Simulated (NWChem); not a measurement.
C₃H₄F₂Si; SMILES C#C[C@H](F)[SiH2]F

```xyz
10

C      1.3608     2.2241    -0.0368
C      0.4112     1.4826    -0.1612
C     -0.6866     0.5450    -0.3203
F     -1.6091     0.6483     0.7084
Si    -0.0636    -1.2553    -0.4054
F      0.8433    -1.5784     0.8985
H      2.1985     2.8879     0.0764
H     -1.2114     0.7632    -1.2718
H     -1.2402    -2.1642    -0.3985
H      0.7733    -1.4183    -1.6243
```
Atoms are numbered in this order, from 1.

Results from NWChem. Geometry: optimised at PBE0/def2-SVP. Level: M05-2X/def2-SVP with SMD (1 M gas to 1 M solution), gas-phase geometry. Reactions with the solvent are ignored.

Among these, which solvent gives the lowest value of “dipole in solution (D)”?
(A) water
(B) benzene
(C) dimethyl sulfoxide
(D) acetonitrile

B, benzene. Values: benzene 2.81; acetonitrile 3.13; dimethyl sulfoxide 3.13; water 3.14
